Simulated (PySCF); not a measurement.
Computed with PySCF 2.14.0 with PBE-D3(BJ)/def2-TZVP // PBE0-D3(BJ)/def2-TZVP. All species are isolated molecules in the gas phase. One relaxed conformer stands for a flexible species; it need not be the lowest. 

Reference species (SMILES): `C[SiH2][SiH2]C` (C–Si–Si–C torsion 180°) (neutral, multiplicity 1).

| Item | Value |
|---|---|
| HOMO–LUMO gap | 5.84 eV |
| LUMO | -0.73 eV |

Changed species: `CC[SiH2][SiH3]` (C–C–Si–Si torsion 59°).

**Question.** Predict the effect on the HOMO–LUMO gap and LUMO.

**Answer.** the HOMO–LUMO gap rises by 0.32 eV, to 6.16 eV; the LUMO rises by 0.06 eV, to -0.67 eV.
